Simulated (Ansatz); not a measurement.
The same bond dissociation along the group B, Al, Ga, In.

Computed with Ansatz on PBE0-D4/def2-TZVP structures; ΔE is electronic, products minus reactants. CBS: MP2 limit from def2 TZ/QZ plus the TZ coupled-cluster correction, frozen cores. This one scheme is used for every species. Functionals use def2-TZVPP. Open shells (•) are unrestricted, without spin–orbit coupling. def2 core potentials past Kr. For Br, Ga, In outer-core shells are correlated without core-valence functions, which leaves a few kJ/mol of doubt a bond. Scalar relativity is left out up to krypton. One conformer a species, not always the lowest.

```
                                        reaction  CCSD(T)/CBS(def2) (kcal/mol)
                 `OB(O)Br` → `O[B]Br`• + `[OH]`•                         151.6
`[OH][Al]([OH])[Br]` → `[OH][Al][Br]`• + `[OH]`•                         132.2
`[OH][Ga]([OH])[Br]` → `[OH][Ga][Br]`• + `[OH]`•                         108.9
`[OH][In]([OH])[Br]` → `[OH][In][Br]`• + `[OH]`•                             ?
```

Fill in the missing values. (Best estimate.)

Computed: `[OH][In]([OH])[Br]` → `[OH][In][Br]`• + `[OH]`•: +88.8 kcal/mol.

Largest T1 diagnostic: 0.018, for `[OH][In][Br]`•.
